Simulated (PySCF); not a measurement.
Cd(Br)(SH) (BrCdHS), SMILES [SH][Cd][Br].

Geometry: PBE0-D3(BJ)/def2-TZVP. The def2 effective core potentials stand for the cores of Cd; spin–orbit coupling is left out. One conformer was computed; it need not be the lowest.

Level of theory: TDDFT-LC-ωPBE/def2-SVPD run with PySCF.

Vertical excitations. Isolated molecule, no solvent. State labels are in the subgroup Cs.

Q: Estimate the UV-visible absorptions. (Estimate from the structure and the level; the computed values follow.)

A: 
```tsv
state	symmetry	energy (eV)	λ (nm)	f	main pairs
S1	A"	5.10	243	0.016	HOMO→LUMO 94 %
S2	A'	5.98	207	0.025	HOMO−1→LUMO 92 %
S3	A"	6.04	205	0.044	HOMO−2→LUMO 91 %
S4	A"	6.19	200	0.004	HOMO→LUMO+1 77 %
S5	A'	6.55	189	0.080	HOMO→LUMO+2 52 %, HOMO−3→LUMO 42 %
S6	A"	6.76	183	0.011	HOMO→LUMO+3 32 %, HOMO→LUMO+4 25 %, HOMO→LUMO+1 17 %, HOMO→LUMO+6 9 %
S7	A'	7.19	172	0.158	HOMO−1→LUMO+1 55 %, HOMO→LUMO+2 15 %, HOMO−3→LUMO 15 %
S8	A"	7.29	170	0.000	HOMO−2→LUMO+1 93 %
S9	A'	7.46	166	0.093	HOMO−3→LUMO+1 63 %
S10	A"	7.51	165	0.000	HOMO−1→LUMO+2 95 %
T1	A"	4.69	264	0	HOMO→LUMO 91 %
T2	A'	5.56	223	0	HOMO−1→LUMO 67 %, HOMO−3→LUMO 22 %
T3	A"	5.62	221	0	HOMO−2→LUMO 89 %
T4	A'	5.62	221	0	HOMO−3→LUMO 64 %, HOMO−1→LUMO 23 %
```
Triplets are in the Tamm–Dancoff approximation, which puts them higher than full response would, so one can lie above its singlet here.
